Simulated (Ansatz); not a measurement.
Relaxation of C3H4OSi (9 atoms, charge 0, multiplicity 1), to a largest force component of 0.02 eV/Å in at most 50 steps.

The calculation used RHF/def2-SVP in Ansatz 0.2.0.

```xyz
9
Properties=species:S:1:pos:R:3
O 2.537 -2.487 -0.038
C 1.814 -1.486 -0.154
C 1.096 -0.501 -0.270
C 0.462 0.571 -0.375
Si -1.304 0.573 0.261
H 0.757 1.472 -0.855
H 1.348 1.048 0.042
H -2.084 -0.449 -0.390
H -1.294 0.355 1.784
```

Task: Where does it end, and by what steps?

Result: The forces met the threshold. After 11 steps the energy has fallen by 7.328 eV; Si5 moved furthest, 0.69 Å. The start is strongly strained (largest force component 11 eV/Å). Joined: C3–Si5 (2.68 → 1.80 Å).

```csv
step,energy less start (eV),largest force component (eV/Å),accepted
0,0.0000,10.646,yes
1,-2.8173,5.728,yes
2,-4.5843,2.556,yes
3,-5.7321,2.817,yes
4,-6.7713,2.295,yes
5,-7.1767,2.039,yes
6,-7.2838,1.135,yes
7,-7.2904,1.142,yes
8,-7.3238,0.444,yes
9,-7.3269,0.161,yes
10,-7.3280,0.043,yes
11,-7.3280,0.019,yes
```

```xyz
9
Properties=species:S:1:pos:R:3
O 2.411 -2.405 -0.181
C 1.652 -1.555 -0.112
C 0.771 -0.614 -0.022
C 0.659 0.893 -0.295
Si -0.860 0.052 0.363
H 0.708 1.189 -1.341
H 1.249 1.537 0.354
H -1.996 -0.236 -0.527
H -1.263 0.236 1.766
```

Whether the end is a true minimum wasn't checked by a vibrational analysis.

The run took 21 s on 1 thread of Arm Neoverse V2 (shared host), peak memory 0.2 GiB.
